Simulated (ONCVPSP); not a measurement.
# Scattering properties, ONCV potential for lead

lead, optimised norm-conserving Vanderbilt (ONCV), made with ONCVPSP 4.0.1 (PBE, fully relativistic). Core [Kr] 4d10 4f14, reference 5s2 5p6 5d10 6s2 6p2. Waves: 5s+6s: rc 1.40 bohr, ncon 5, nbas 8, qcut 9.9 1/bohr, 2 projectors; 5p+6p: rc 1.50 bohr, ncon 4, nbas 9, qcut 9.4 1/bohr, 3 projectors, debl 1.3 Ha; 5d: rc 1.40 bohr, ncon 4, nbas 8, qcut 13 1/bohr, local. Local part: the d channel. Core correction: none.

Open shells are filled in proportion to 2j + 1.

The phase is arctan(r·R′/R) of the radial function R(r), unwrapped; energies in Ha, scanned from -7 to 5 Ha. A pole is an energy at which the radial function vanishes at the test radius. The pseudo phase is shifted by a multiple of π to meet the all-electron one at the reference energy, and phase errors are pseudo minus all-electron; the curves can meet again beyond the range given. Levels narrower than the energy grid can be missing from the lists of poles.

Q: For each channel, where are the poles, and over which energies does the pseudopotential scatter like the atom?

A:

```
channel  radius (bohr)  reference energy (Ha)  poles, all-electron  poles, pseudo  unbroken range about the reference energy with phases within 0.05 rad  phase error 1 Ha above the reference energy (rad)
      s           1.42                  -0.44                -4.74          -4.74                                                        the whole range                                             -0.000
   p3/2           1.53                  -0.11                -2.20          -2.20                                                        the whole range                                             +0.000
   p1/2           1.53                  -0.17                -3.29          -3.29                                                        the whole range                                             +0.000
   d5/2           1.42                  -0.74                 1.46           1.32                                                            -1.3 to 4.0                                             -0.015
   d3/2           1.42                  -0.83                 1.20           1.32                                                             above -0.9                                             +0.021
```

The potential misses its own reference levels by up to 1.6 eV, so it is not fit for use.

Phases in the p3/2 channel:

```
E (Ha)  all-electron  pseudo
 -6.96         1.292   1.293
 -6.32         1.258   1.258
 -5.68         1.205   1.205
 -5.04         1.112   1.112
 -4.40         0.894   0.894
 -3.76         0.047   0.048
 -3.12        -1.177  -1.177
 -2.48        -1.502  -1.502
 -1.84        -1.634  -1.634
 -1.20        -1.721  -1.721
 -0.56        -1.798  -1.798
  0.08        -1.887  -1.887
  0.72        -2.013  -2.012
  1.36        -2.227  -2.227
  2.00        -2.666  -2.666
  2.64        -3.419  -3.419
  3.28        -3.994  -3.994
  3.92        -4.268  -4.268
  4.56        -4.411  -4.411
```
